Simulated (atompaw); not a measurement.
**Plane-wave convergence, PAW (atompaw) potential for cobalt**

| Quantity | Value |
| --- | --- |
| Element | Co (Z = 27) |
| Generator | atompaw 4.2.0.5 |
| Type | PAW |
| Functional | PBE |
| Relativity | scalar-relativistic |
| Frozen core | [Ne] |
| Valence charge | 17 |
| Reference configuration | 3s2 3p6 3d7 4s2 4p0 |
| Partial waves | 3s (bound): rc 0.90 bohr; 4s (bound): rc 1.45 bohr; 3p (bound): rc 0.95 bohr; 4p (bound, empty): rc 1.45 bohr; 3d (bound): rc 1.45 bohr; 3d channel at 2.91 Ry: rc 1.45 bohr |
| Local potential | bessel scheme, radius 1.25 bohr |
| Core correction | smooth core density matched at 1.20 bohr |
| Augmentation charge | sinc compensation charge, radius 1.30 bohr; PAW radius 1.45 bohr; waves and projectors: custom polynom gramschmidtortho |

The pseudo-atom Hamiltonian at the reference potential is diagonalised in spherical Bessel functions j_l(qr) that vanish at 20 bohr, with q² up to the cutoff. All-electron valence levels (Ry): 3s -7.5266, 4s -0.4020, 3p -4.8242, 4p -0.0938, 3d -0.6030.

Problem. How do the lowest levels (Ry) of each channel move with the cutoff, and are there ghosts?

Solution.

```json
{"cutoff (Ry)": "8", "s #1": "-5.8122", "s #2": "-0.2961", "p #1": "-0.1089", "p #2": "0.0457", "p #3": "0.1571", "d #1": "0.0597", "f #1": "0.1119", "f #2": "0.2369", "Σ f·Δε (mRy)": "36571.9"}
{"cutoff (Ry)": "15", "s #1": "-7.1552", "s #2": "-0.3833", "p #1": "-0.1122", "p #2": "0.0452", "p #3": "0.1560", "d #1": "0.0589", "f #1": "0.1119", "f #2": "0.2369", "Σ f·Δε (mRy)": "33685.7"}
{"cutoff (Ry)": "30", "s #1": "-7.5058", "s #2": "-0.4018", "p #1": "-3.6475", "p #2": "-0.0933", "p #3": "0.0483", "d #1": "-0.4823", "f #1": "0.1119", "f #2": "0.2369", "Σ f·Δε (mRy)": "7946.7"}
{"cutoff (Ry)": "45", "s #1": "-7.5107", "s #2": "-0.4020", "p #1": "-4.7193", "p #2": "-0.0937", "p #3": "0.0482", "d #1": "-0.6000", "f #1": "0.1119", "f #2": "0.2369", "Σ f·Δε (mRy)": "682.5"}
{"cutoff (Ry)": "60", "s #1": "-7.5217", "s #2": "-0.4020", "p #1": "-4.8110", "p #2": "-0.0938", "p #3": "0.0482", "d #1": "-0.6010", "f #1": "0.1119", "f #2": "0.2369", "Σ f·Δε (mRy)": "102.4"}
{"cutoff (Ry)": "90", "s #1": "-7.5262", "s #2": "-0.4020", "p #1": "-4.8231", "p #2": "-0.0938", "p #3": "0.0482", "d #1": "-0.6028", "f #1": "0.1119", "f #2": "0.2369", "Σ f·Δε (mRy)": "8.7"}
{"cutoff (Ry)": "140", "s #1": "-7.5265", "s #2": "-0.4020", "p #1": "-4.8241", "p #2": "-0.0938", "p #3": "0.0482", "d #1": "-0.6030", "f #1": "0.1119", "f #2": "0.2369", "Σ f·Δε (mRy)": "1.1"}
{"cutoff (Ry)": "200", "s #1": "-7.5266", "s #2": "-0.4020", "p #1": "-4.8242", "p #2": "-0.0938", "p #3": "0.0482", "d #1": "-0.6030", "f #1": "0.1119", "f #2": "0.2369", "Σ f·Δε (mRy)": "0.2"}
{"cutoff (Ry)": "400", "s #1": "-7.5266", "s #2": "-0.4020", "p #1": "-4.8242", "p #2": "-0.0938", "p #3": "0.0482", "d #1": "-0.6030", "f #1": "0.1119", "f #2": "0.2369", "Σ f·Δε (mRy)": "0.0"}
```

Result: no extra level below or beside the all-electron valence levels (s, p, d, f tested); 10 mRy is reached at 90 Ry and 1 mRy at 160 Ry.
